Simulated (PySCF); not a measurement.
**Ionisation energy of Os²⁺ by level of theory**

Os²⁺ [Xe] 4f14 5d6 (5D) → Os³⁺ [Xe] 4f14 5d5 (6S), as a difference of total energies. Calculation: PySCF 2.14, in def2-TZVP with the def2 core potential (60 electrons); scalar relativity through the core potential. Correlated levels: valence: 5s2 5p6 frozen. The calculations carry no spin-orbit coupling.

```csv
method,ionisation energy (eV)
UHF,24.904
r2SCAN,26.461
M06-L,26.759
MP2 (valence),25.813
SCS-MP2 (valence),25.913
```

**Question.** How much does correlation contribute at MP2 (valence)?

**Answer.** 25.813 − (24.904) = 0.909 eV, measured against UHF.

The reference lies between the lowest fine-structure levels, while these numbers refer to the centres of the terms.

Errors of the correlated levels include the incompleteness of this basis and the frozen core.

For comparison: 25 ± 1.6 eV (theoretical estimate listed by NIST; NIST Atomic Spectra Database, ionization energies).
